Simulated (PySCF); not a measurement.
Lowest singlet excitation (eV) of eight silicon and germanium compounds: TDDFT-PBE beside TDDFT-LC-ωPBE, computed with PySCF for isolated molecules in the bases named; differences from unrounded values. The eight are the first of their class met in an unordered collection, after screening for sound electronic states; none was chosen by its value. Each molecule has one DFT geometry for both levels.

```json
[
 {"molecule": "CH₆Cl₂Si₂, SMILES [SiH3]C[SiH](Cl)Cl", "basis": "def2-SVPD", "TDDFT-LC-ωPBE": "8.18", "TDDFT-PBE": "[?]", "difference": "[?]"},
 {"molecule": "Si(H)(Cl)(Br)(NH2) (BrClH3NSi), SMILES N[SiH](Cl)Br", "basis": "def2-SVPD", "TDDFT-LC-ωPBE": "7.25", "TDDFT-PBE": "5.67", "difference": "-1.58"},
 {"molecule": "CH7FOSi2, SMILES OC[SiH2][SiH2]F", "basis": "def2-SVPD", "TDDFT-LC-ωPBE": "6.59", "TDDFT-PBE": "5.07", "difference": "-1.52"},
 {"molecule": "Si(Cl)(Br)(NH2)2 (BrClH4N2Si), SMILES N[Si](N)(Cl)Br", "basis": "def2-SVPD", "TDDFT-LC-ωPBE": "7.43", "TDDFT-PBE": "[?]", "difference": "[?]"},
 {"molecule": "Si(H)2(OMe)(SeH) (CH6OSeSi), SMILES CO[SiH2][SeH]", "basis": "def2-SVPD", "TDDFT-LC-ωPBE": "5.61", "TDDFT-PBE": "[?]", "difference": "[?]"},
 {"molecule": "C₃H₆O₂Si, SMILES C=C=C[SiH](O)O", "basis": "def2-SVPD", "TDDFT-LC-ωPBE": "5.74", "TDDFT-PBE": "5.23", "difference": "-0.51"},
 {"molecule": "B(Cl)(OMe)(SiH3) (CH6BClOSi), SMILES COB([SiH3])Cl", "basis": "def2-SVPD", "TDDFT-LC-ωPBE": "5.84", "TDDFT-PBE": "5.14", "difference": "-0.70"},
 {"molecule": "H8N2Si2, SMILES N[SiH2][SiH2]N", "basis": "def2-SVPD", "TDDFT-LC-ωPBE": "6.35", "TDDFT-PBE": "4.87", "difference": "-1.48"}
]
```

### Question
What belongs in the gaps? (Estimate from the structure and the level; the computed values follow.)

### Answer

- Si(Cl)(Br)(NH2)2 (BrClH4N2Si), SMILES N[Si](N)(Cl)Br, TDDFT-PBE: 5.81
- Si(Cl)(Br)(NH2)2 (BrClH4N2Si), SMILES N[Si](N)(Cl)Br, difference: -1.62
- Si(H)2(OMe)(SeH) (CH6OSeSi), SMILES CO[SiH2][SeH], TDDFT-PBE: 5.11
- Si(H)2(OMe)(SeH) (CH6OSeSi), SMILES CO[SiH2][SeH], difference: -0.50
- CH₆Cl₂Si₂, SMILES [SiH3]C[SiH](Cl)Cl, TDDFT-PBE: 6.80
- CH₆Cl₂Si₂, SMILES [SiH3]C[SiH](Cl)Cl, difference: -1.38

TDDFT-PBE lies below TDDFT-LC-ωPBE in 8 and above it in 0 of the eight; the mean signed difference is -1.16 and the largest -1.62 eV.
